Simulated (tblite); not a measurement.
Species: C7H9Si (doublet state).
Atom-mapped SMILES: `[CH3:1][c:2]1[cH:3][cH:4][cH:5][cH:6][c:7]1[SiH2:8]` (hydrogens: H9, H10, H11 on C1; H12 on C3; H13 on C4; H14 on C5; H15 on C6; H16, H17 on Si8)

Structure optimised with GFN2-xTB, isolated species. This method treats the open shell by occupation alone, without spin polarisation.

**Question.** What internal coordinates does the optimisation give?

**Answer.** 
```
                 bond  length (Å)
                C1–C2       1.498
                C2–C3       1.382
                C3–C4       1.387
                C4–C5       1.387
                C5–C6       1.377
                C6–C7       1.405
               C7–Si8       1.840
                C2–C7       1.411
C1–H9, C1–H10, C1–H11       1.090
               C3–H12       1.082
               C4–H13       1.080
               C5–H14       1.081
               C6–H15       1.082
     Si8–H16, Si8–H17       1.451
```

Bonds in one row agree within 0.01 Å and their mean is given. A selection of angles:
```
    angle  degrees
 C1–C2–C3    120.2
 C1–C2–C7    120.2
 C3–C2–C7    119.7
 C2–C3–C4    121.5
 C3–C4–C5    119.4
 C4–C5–C6    119.9
 C5–C6–C7    121.6
C6–C7–Si8    118.8
 C2–C7–C6    118.0
C2–C7–Si8    123.2
```

C3 (carbon bonded to 2 C and H) is planar (angles 121.5°, 119.4° and 119.1°, sum 360.0°, 0.00 Å off the plane of its three neighbours). Si8 (silicon bonded to C and 2 H) has angles 122.6°, 117.2° and 115.8°, sum 355.7°, 0.19 Å off the plane of its three neighbours. C5 (carbon bonded to 2 C and H) is planar (angles 120.1°, 120.0° and 119.9°, sum 360.0°, 0.00 Å off the plane of its three neighbours). The 6-membered ring C2–C3–C4–C5–C6–C7 has internal angles of 118.0° to 121.6° (sum 720°, against 720° for a flat polygon); it is planar, 0.00 Å rms from its mean plane, widest ring torsion 1°. C4 (carbon bonded to 2 C and H) is planar (angles 120.4°, 120.2° and 119.4°, sum 360.0°, 0.00 Å off the plane of its three neighbours). The 8 heavy atoms lie in one plane (0.008 Å rms). C7 (carbon bonded to 2 C and Si) is planar (angles 123.2°, 118.8° and 118.0°, sum 360.0°, 0.02 Å off the plane of its three neighbours).

Its GFN2-xTB frequencies are all real (lowest 118 cm⁻¹). Torsions: C6–C7–Si8–H 161° and 6°. 2 starts were optimised and ended at 0.00 and 0.05 kcal/mol (GFN2-xTB); the lowest of these is shown.

One conformer stands for the species.

All values are computed, not measured.
